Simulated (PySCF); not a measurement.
**Static response to an electric field**

Compound: C8H7F.
Cartesian coordinates in Å at the GFN2-xTB level; atoms count from 1:
```xyz
16
C8H7F angstrom
C      4.7878    0.0561   -0.5905
C      3.3614   -0.0052   -0.3970
C      2.1652   -0.0589   -0.2359
C      0.8250   -0.1240   -0.0553
C     -0.3760   -0.1782    0.1051
C     -1.7605   -0.2758    0.2931
C     -2.5873    0.7699    0.2507
C     -4.0643    0.6795    0.4460
F     -4.4793   -0.6021    0.7073
H      5.1128   -0.7586   -1.2385
H      5.2984   -0.0327    0.3690
H      5.0637    1.0053   -1.0509
H     -2.1466   -1.2708    0.4815
H     -2.2214    1.7697    0.0643
H     -4.3872    1.2958    1.2956
H     -4.5994    1.0064   -0.4557
```

Level: CAM-B3LYP/def2-SVPD (PySCF), static field, nuclei fixed, core orbitals frozen in the response. The polarisability tensor in these axes (au):

```
x   213.37 -12.00 -17.56
y   -12.00  72.58  -0.13
z   -17.56  -0.13  63.48
```

Task: What are the eigenvalues, a third of the trace, and Δα (Δα² = ½Σ(αi − αj)² over the three pairs)?

Result: Principal values 61.23, 71.81 and 216.38 au; mean 116.48 au = 17.26 Å³ = 19.20 × 10⁻⁴⁰ C²·m²/J; Δα = 150.14 au (129 % of the mean).

Task: What is the dipole moment, and where does it point?

Result: (1.07, 1.81, -0.44) D, 2.15 D in size, pointing from the negative to the positive side. Measured along this direction, the outermost atoms are F9 at the negative end and H12 at the positive end.

Task: What depolarisation ratio follows for Rayleigh scattering of linearly polarised light, taking the static tensor?

Result: ρ = 3Δα²/(45ᾱ² + 4Δα²) = 67629.0/(610491 + 90172.0) = 0.0965.

Task: Directions of the eigenvectors, and the extent of the frame along each?

Result: Largest value along (0.99, -0.08, -0.11), where the nuclei span 9.86 Å; middle along (0.06, 0.99, -0.15), 3.06 Å; least along (0.12, 0.14, 0.98), 1.89 Å. The response follows the extents in order.

Task: Refractivity n − 1 of an ideal gas of it at 350 K and 1 atm, from the electronic α?

Result: N = p/kT = 2.0968 × 10¹⁹ cm⁻³, so n − 1 = 2π × N × 17.26 × 10⁻²⁴ cm³ = 2274 × 10⁻⁶ at long wavelengths.

Task: Find the Langevin capture rate constant for NH4+ (18.034 u) meeting this molecule (122.053 u), k = 2.342 × 10⁻⁹ cm³/s × √(α in Å³ / reduced mass in u).

Result: The reduced mass is 15.71 u, so k = 2.45 × 10⁻⁹ cm³/s. The formula leaves out the permanent dipole, which adds to the capture rate.

Task: Traceless (Buckingham) quadrupole moment about the centre of nuclear charge: eigenvalues?

Result: -9.70, -9.08, 18.78 D·Å. The values depend on the origin, since the dipole doesn't vanish. The electronic extent ⟨r²⟩ about the same centre is 2718 bohr², a root-mean-square distance of 3.45 Å for the 64 electrons.

Isolated species at its GFN2-xTB geometry (one conformer only). GFN2-xTB frequencies show an imaginary mode (33i cm⁻¹), so this geometry is no minimum at that level.
